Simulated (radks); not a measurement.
Q: The mean radii <r> (bohr) of the occupied orbitals of an atom or ion are listed with their occupations. All-electron calculation, non-relativistic Kohn-Sham, LDA (Slater exchange, Perdew-Wang correlation), spin-unpolarised, spherical densities, point nucleus. Program: a radial shooting solver on a logarithmic mesh with Libxc functionals.

| orbital | occ. | <r> |
|---|---|---|
| 1s | 2 | 0.01968 |
| 2s | 2 | 0.08299 |
| 2p | 6 | 0.07014 |
| 3s | 2 | 0.2093 |
| 3p | 6 | 0.1994 |
| 3d | 10 | 0.1744 |
| 4s | 2 | 0.4404 |
| 4p | 6 | 0.4405 |
| 4d | 10 | 0.4369 |
| 4f | 4 | 0.4179 |

Name the element and its charge.

A: Z = 77, iridium, charge +27: Ir27+ in [Kr] 4d10 4f4. The 1s radius gives Z: for a bare nucleus <r> = 1.5/Z, 0.01948 bohr for Z = 77, and screening makes it slightly larger (0.01968 here). The occupations add up to 50, and the charge is Z minus that.
